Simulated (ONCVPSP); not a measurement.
## Ni: one change to an ONCV potential, before and after

ONCVPSP 4.0.1 input, shortened (lines: element, Z, core and valence counts, functional; n l f; lmax; l rc ep ncon nbas qcut; lloc lpopt rc5 dvloc0; l nproj debl; icmod fcfact rcfact), PBE, scalar-relativistic:

```
  Ni 28.00    3    4        4      upf
    1    0    2.00
    2    0    2.00
    2    1    6.00
    3    0    2.00
    3    1    6.00
    3    2    8.00
    4    0    2.00
    2
    0    1.40    0.00    4    7    9.40
    1    1.15    0.00    4    9   15.00
    2    1.05    0.00    4    9   12.30
    4    5    0.70    0.00
    0    3    1.60
    1    3    2.00
    2    2    1.00
    4    0.65    0.00
```

In the p channel the program set the typed energies aside and used -2.623, 0.250, 2.250 Ha.

All-electron outer shells of the reference configuration (PBE, scalar-relativistic, ld1.x):

| shell | level (eV) | outermost node (bohr) | outermost maximum (bohr) |
| --- | --- | --- | --- |
| 2p | -844.68 | – | 0.16 |
| 3s | -111.06 | 0.30 | 0.64 |
| 3p | -71.39 | 0.27 | 0.65 |
| 3d | -8.87 | – | 0.63 |
| 4s | -5.64 | 0.92 | 2.24 |

Change: d: ncon 3, nbas 8.

Cutoffs: the cutoffs (Ha) at which the residual kinetic energy of the hardest occupied pseudo-wave falls to 1 and 0.1 mHa per electron; they do not see the model core or the augmentation charge, which bear on the density cutoff. Errors are all-electron minus pseudo energies relative to the spin-unpolarised reference configuration.

Question: Predict the effect on cutoff, ghosts and configuration errors.

Answer: The potential gets softer (70 Ha and 170 Ha → 67 Ha and 82 Ha); of the 4 tests that both files solve, the error grows in 4 and shrinks in 0 by more than 15 % and 0.3 meV (median size 1.0 → 14.1 meV); neither file shows a bound ghost.

```csv
quantity,base,changed
"cutoff, loose",70 Ha,67 Ha
"cutoff, tight",170 Ha,82 Ha
loose cutoff by channel,"s 22 Ha, p 43 Ha, d 70 Ha","s 22 Ha, p 43 Ha, d 67 Ha"
bound ghosts,none,none
GHOST(+) flags under 300 eV,none,none
"error for 3s2 3p6 3d8 4s1, meV [ΔE 9.32 eV]",-0.9,-14
"error for 3s2 3p6 3d8 4s0, meV [ΔE 26.67 eV]",-0.6,-14
"error for 3s2 3p6 3d7 4s0, meV [ΔE 64.14 eV]",-4.9,-24
"error for 3s2 3p6 3d8.5 4s1.5, meV [ΔE -1.18 eV]",+1.1,+3.7
s: phases at 1.42 bohr within 0.05 rad from the reference energy up to (Ha; the scan ends near 5),to the end of the scan,to the end of the scan
p: phases at 1.17 bohr within 0.05 rad from the reference energy up to (Ha; the scan ends near 5),to the end of the scan,to the end of the scan
d: phases at 1.06 bohr within 0.05 rad from the reference energy up to (Ha; the scan ends near 5),to the end of the scan,to the end of the scan
"rms error of d²Exc/dni dnj with the model core, mHa",0.96,0.93
```
